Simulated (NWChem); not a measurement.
C$_{4}$H$_{8}$O; SMILES C/C=C/OC

```xyz
13

C     -0.2438     2.4871    -0.0004
C      0.4612     1.1718    -0.0019
C     -0.1633    -0.0096     0.0048
O      0.4991    -1.1865     0.0060
C     -0.2940    -2.3390    -0.0002
H      0.0195     3.0918    -0.8851
H     -1.3378     2.3629     0.0035
H      0.0250     3.0926     0.8822
H      1.5568     1.1651    -0.0081
H     -1.2611    -0.0778     0.0110
H      0.3836    -3.2031     0.0021
H     -0.9418    -2.4005     0.8938
H     -0.9322    -2.3977    -0.9012
```
Atoms are numbered in this order, from 1.

All runs: NWChem. Pople sets run with spherical d functions. Geometry: optimised at PBE0/def2-SVP. Not confirmed as a minimum by frequencies. B3LYP is NWChem's, with the RPA form of VWN correlation. Level: B3LYP/6-31G* with COSMO at NWChem's default radii, gas-phase geometry; the question gives the dielectric constant.

### Question
What does the run give for dielectric constant 3.9? Quantities: electrostatic solvation energy (kcal/mol); dipole in solution (D).

### Answer
```yaml
electrostatic solvation energy (kcal/mol): -2.4
dipole in solution (D): 1.74
```
